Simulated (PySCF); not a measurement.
# From computed data to an observable: oscillator strength and radiative lifetime

CH6AlClSi, SMILES [CH3][Al]([Cl])[SiH3].

Coordinates come from a r2SCAN-D4/def2-SVP optimisation.

PySCF with TDDFT-PBE/def2-SVPD puts the first singlet state with f over 0.02 at 5.66 eV (vertical), with the transition dipole (-0.432, 0.660, -0.718) in atomic units.

Problem. Find the oscillator strength, the wavelength and the radiative lifetime that this transition would have in vacuum if emission retraced absorption.

Solution. 
|μ|² = 1.1377 au, so |μ| = 2.71 D. ΔE = 5.66/27.211 = 0.2080 hartree. f = (2/3) ΔE |μ|² = 0.158 (the program prints 0.158).
λ = 1239.84/5.66 = 219 nm; ν = 45651 cm⁻¹.
Einstein's coefficient A = 0.6670 ν² f s⁻¹ (ν in cm⁻¹) = 2.2e8 s⁻¹, so τ = 1/A = 4.6 ns. This state is S3; the lower singlets have f = 0.006, 0.003. The figure is the radiative limit of this one transition; relaxation, internal conversion, crossing to triplets and a medium change what is measured.
